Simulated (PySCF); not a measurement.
Al(AsH2)2(OH) (AlAs₂H₅O), SMILES [AsH2][Al]([AsH2])[OH].

The structure is a stationary point at B3LYP-D3(BJ)/def2-SVP. One conformer was computed; it need not be the lowest.

Computed with IEF-PCM-B3LYP/def2-SVP (PySCF).

The values are the electrostatic part of the solvation free energy, E(continuum) − E(gas) at the gas-phase geometry, in a cavity of scaled van der Waals radii (PySCF's table); cavitation and dispersion terms are not included. A continuum can't describe solvent molecules that bind to the metal. In vacuum the orbital gap is 5.56 eV. The dipole moment in vacuum is 1.41 D.

| solvent | ε | ΔG(elec) (kcal/mol) | dipole (D) | gap (eV) |
|---|---|---|---|---|
| water | 78.36 | [?] | [?] | [?] |
| tetrahydrofuran | 7.43 | -5.0 | 1.79 | 5.78 |
| acetone | 20.49 | -5.9 | 1.87 | 5.82 |

Problem. Fill in the missing entries. (The exact figures need the calculation; the answer reports its results.)

Solution. 
- water, ΔG(elec) (kcal/mol): -6.3
- water, dipole (D): 1.90
- water, gap (eV): 5.84
